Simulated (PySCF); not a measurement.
MgF, SMILES [F][Mg], multiplicity 2. Atoms are numbered in the order given.

```xyz
2

Mg     0.0000     0.0000    -0.7569
F      0.0000     0.0000     1.0092
```
Charge 0, spin multiplicity 2.

The structure is a stationary point at PBE0-D3(BJ)/def2-TZVPD. The spin state was assumed, not searched.

The numbers are results of M06-2X/def2-TZVPD (PySCF), not measurements.

Mulliken values depend strongly on the basis, most of all with diffuse functions as here. ESP charges are fitted to the potential on shells at 1.4 to 2.0 van der Waals radii. Atomic charges (e):

```csv
atom,meta-Löwdin,ESP fit,Mulliken,Mulliken spin
Mg1,0.90,0.46,0.69,0.98
F2,-0.90,-0.46,-0.69,0.02
```
